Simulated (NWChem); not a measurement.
# C₃H₃Cl₂F; SMILES C/C(Cl)=C(\F)Cl

```xyz
9

C     -1.6704     1.4869     0.0000
C     -0.4216     0.6741     0.0000
Cl     1.0652     1.5517     0.0000
C     -0.4068    -0.6660     0.0000
F     -1.5367    -1.3571     0.0000
Cl     0.9834    -1.6550     0.0000
H     -2.5559     0.8388     0.0000
H     -1.7043     2.1369     0.8884
H     -1.7043     2.1369    -0.8884
```
Atoms are numbered in this order, from 1.

Level: PBE0/def2-SVP (NWChem), optimised geometry, unscaled harmonic frequencies. 

```json
[
 {"frequency (cm⁻¹)": "142", "IR intensity (km/mol)": "1.7"},
 {"frequency (cm⁻¹)": "172", "IR intensity (km/mol)": "0.1"},
 {"frequency (cm⁻¹)": "183", "IR intensity (km/mol)": "1.1"},
 {"frequency (cm⁻¹)": "312", "IR intensity (km/mol)": "1.8"},
 {"frequency (cm⁻¹)": "325", "IR intensity (km/mol)": "0.6"},
 {"frequency (cm⁻¹)": "413", "IR intensity (km/mol)": "2.4"},
 {"frequency (cm⁻¹)": "443", "IR intensity (km/mol)": "2.4"},
 {"frequency (cm⁻¹)": "564", "IR intensity (km/mol)": "1.7"},
 {"frequency (cm⁻¹)": "579", "IR intensity (km/mol)": "9.1"},
 {"frequency (cm⁻¹)": "861", "IR intensity (km/mol)": "44.3"},
 {"frequency (cm⁻¹)": "1042", "IR intensity (km/mol)": "0.4"},
 {"frequency (cm⁻¹)": "1061", "IR intensity (km/mol)": "67.0"},
 {"frequency (cm⁻¹)": "1157", "IR intensity (km/mol)": "124.3"},
 {"frequency (cm⁻¹)": "1246", "IR intensity (km/mol)": "105.8"},
 {"frequency (cm⁻¹)": "1395", "IR intensity (km/mol)": "0.8"},
 {"frequency (cm⁻¹)": "1445", "IR intensity (km/mol)": "13.6"},
 {"frequency (cm⁻¹)": "1452", "IR intensity (km/mol)": "2.1"},
 {"frequency (cm⁻¹)": "1772", "IR intensity (km/mol)": "50.5"},
 {"frequency (cm⁻¹)": "3062", "IR intensity (km/mol)": "11.4"},
 {"frequency (cm⁻¹)": "3147", "IR intensity (km/mol)": "3.2"},
 {"frequency (cm⁻¹)": "3192", "IR intensity (km/mol)": "1.0"}
]
```

The zero-point energy comes out as 34.2 kcal/mol and the thermal correction to the enthalpy at 298.15 K (with zero-point energy) is 39.0 kcal/mol. The heat capacity Cv is 21.8 cal/(mol K) and the entropy at 298.15 K and 1 atm (symmetry number 1) is 82.0 cal/(mol K). The dipole moment is 1.28 D.

Rigid rotor and harmonic oscillator.
